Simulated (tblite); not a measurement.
Compound: C4H10ClFSi2.
Z-matrix (Å and degrees, GFN2-xTB geometry), rows numbered from 1:
```
C 
C   1  1.3242
Si  2  1.8864  1  124.34
Si  3  2.3233  2  109.29  1    91.40
C   4  1.9301  3  110.42  2   -53.36
Cl  5  1.7856  4  108.93  3   174.78
C   5  1.5147  4  113.74  3   -66.24
F   7  1.3758  5  109.56  4    60.87
H   1  1.0780  2  121.41  3     1.48
H   1  1.0803  2  122.70  3  -178.71
H   2  1.0844  1  118.36  3   178.30
H   3  1.4651  2  109.21  1   -34.05
H   3  1.4717  2  107.22  1  -150.11
H   4  1.4691  3  116.31  2  -171.16
H   4  1.4682  3  115.85  2    62.85
H   5  1.0917  4  111.70  3    57.95
H   7  1.0943  5  111.20  4   -57.14
H   7  1.0956  5  112.39  4   179.47
```

Calculated harmonic vibrations of the isolated species, GFN2-xTB (tblite), most abundant isotopes, no scaling. The method is semi-empirical: single wavenumbers can be off by several per cent or more. Modes of hydrogen on silicon can be 10 to 20 % off. One conformer, not necessarily the lowest.

Harmonic wavenumbers (cm⁻¹): 25.9, 34.4, 48.6, 85.3, 90.6, 132.2, 171.7, 194.9, 282.2, 288.9, 364.0, 392.0, 428.7, 456.5, 489.6, 565.5, 594.6, 637.9, 657.6, 696.5, 717.3, 774.8, 795.0, 809.1, 921.1, 962.5, 1008.9, 1025.6, 1029.5, 1094.3, 1161.1, 1186.3, 1268.5, 1273.4, 1322.1, 1418.7, 1462.4, 1661.0, 2181.6, 2204.6, 2218.3, 2240.1, 2938.7, 2947.1, 2961.5, 3019.2, 3067.0, 3107.2.

A = 1681, B = 658.6, C = 587.2 MHz; mass 167.999 u (most abundant isotopes); point group C1, symmetry number 1.

Q: Zero-point energy?

A: ½Σν̃ = 26707 cm⁻¹ = 319.49 kJ/mol.

Q: What is S at 400 K and 1 bar for an ideal gas of classical rigid rotors and harmonic oscillators?

A: Translation 178.87, rotation 131.62, vibration 229.43: S = 539.9 J/(mol K).

Q: And Cp and H(400 K) − H(0)?

A: Cp = 226.48 J/(mol K), of which vibrations give 193.22 (their classical limit is 48 R = 399.1); H(400 K) − H(0) = 56.45 kJ/mol without the zero-point energy, 43.14 from vibrations.

Q: What must be added to the electronic energy to get the Gibbs energy at 400 K and 1 bar?

A: ZPE + [H(400 K) − H(0)] − T·S = 319.49 + 56.45 − 215.97 = 159.97 kJ/mol.

Q: Blend soft modes into free rotors: weight 1/[1 + (100 cm⁻¹/ν̃)⁴] for the oscillator and the rest for a rotor with moment μB/(μ + B), μ = h/(8π²ν), B = 10⁻⁴⁴ kg m². What vibrational entropy results?

A: 199.81 J/(mol K) in place of 229.43, which changes −T·S at 400 K by +11.85 kJ/mol.

Q: How do the functions run with temperature in this model?

A: 
```json
{"T (K)": "100", "S (J/(mol K))": "331.4", "Cp (J/(mol K))": "97.0", "H − H(0) (kJ/mol)": "6.86", "G − H(0) (kJ/mol)": "-26.29", "ln q(vib)": "3.82"}
{"T (K)": "200", "S (J/(mol K))": "413.2", "Cp (J/(mol K))": "144.2", "H − H(0) (kJ/mol)": "18.92", "G − H(0) (kJ/mol)": "-63.71", "ln q(vib)": "7.75"}
{"T (K)": "300", "S (J/(mol K))": "480.3", "Cp (J/(mol K))": "188.8", "H − H(0) (kJ/mol)": "35.61", "G − H(0) (kJ/mol)": "-108.46", "ln q(vib)": "11.29"}
{"T (K)": "500", "S (J/(mol K))": "593.8", "Cp (J/(mol K))": "256.7", "H − H(0) (kJ/mol)": "80.66", "G − H(0) (kJ/mol)": "-216.25", "ln q(vib)": "17.78"}
{"T (K)": "800", "S (J/(mol K))": "729.1", "Cp (J/(mol K))": "318.0", "H − H(0) (kJ/mol)": "167.73", "G − H(0) (kJ/mol)": "-415.56", "ln q(vib)": "26.36"}
{"T (K)": "1000", "S (J/(mol K))": "803.0", "Cp (J/(mol K))": "344.1", "H − H(0) (kJ/mol)": "234.09", "G − H(0) (kJ/mol)": "-568.96", "ln q(vib)": "31.42"}
```

q(vib) and H(0) count from the zero-point level.

Hindered rotation and anharmonicity are outside this model. Other conformers, if any are populated, would add a mixing term that is left out. The structure is chiral; the term R ln 2 for an equal mix with its mirror image is left out.

Time: 1.6 s of wall time. Hardware: one thread of an Arm Neoverse N1, shared host with 64 logical CPUs at a one-minute load of 61. This covers the Hessian and the dipole derivatives.
